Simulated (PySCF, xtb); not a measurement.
CH2ClNOSi, SMILES O=C=N[SiH2]Cl. One conformer was computed; it need not be the lowest.

Harmonic wavenumbers (cm⁻¹) from GFN2-xTB (xtb) at its own minimum, in rising order: 30, 65, 191, 489, 496, 502, 510, 589, 654, 721, 765, 1525, 2310, 2340, 2509.

Problem. What does PBE0-D3(BJ)/def2-SVP in PySCF give at its own minimum? (The exact figures need the calculation; the answer reports its results.)

Solution. 48, 71, 247, 550, 620, 626, 631, 643, 733, 902, 957, 1557, 2285, 2291, 2491. Paired by order, the mean absolute difference is 76 cm⁻¹ and the zero-point energies are 19.6 and 20.9 kcal/mol.
